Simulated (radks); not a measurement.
The nuclear charge of neutral phosphorus is varied continuously with 15 electrons held in [Ne] 3s2 3p3. Method: non-relativistic Kohn-Sham, PBE, spin-polarised, spherical densities, point nucleus; open shells are filled with parallel spins first; computed with a radial shooting solver on a logarithmic mesh with Libxc functionals. By the Hellmann-Feynman theorem dE/dZ = E(electron-nucleus)/Z, the electronic potential at the nucleus.

Z     E (hartree)  E(electron-nucleus)/Z (hartree)  HOMO  e(HOMO) (eV)  <r> HOMO (bohr)
14.8   -330.37872                         -53.2219    3p        -4.432            2.457
14.9   -335.72407                         -53.6849    3p        -5.342            2.390
15     -341.11568                         -54.1474    3p        -6.294            2.327
15.1   -346.55353                         -54.6095    3p        -7.286            2.268
15.2   -352.03758                         -55.0713    3p        -8.317            2.214
15.3   -357.56779                         -55.5328    3p        -9.388            2.162
15.4   -363.14413                         -55.9940    3p       -10.496            2.114
15.5   -368.76657                         -56.4549    3p       -11.642            2.069
15.6   -374.43509                         -56.9155    3p       -12.826            2.025
15.7   -380.14967                         -57.3760    3p       -14.045            1.984
15.8   -385.91028                         -57.8362    3p       -15.301            1.946
15.9   -391.71690                         -58.2962    3p       -16.593            1.908
16     -397.56951                         -58.7560    3p       -17.921            1.873

The central difference of E at Z = 15 is -54.147 hartree, to compare with the third column; the second derivative is -4.62 hartree.
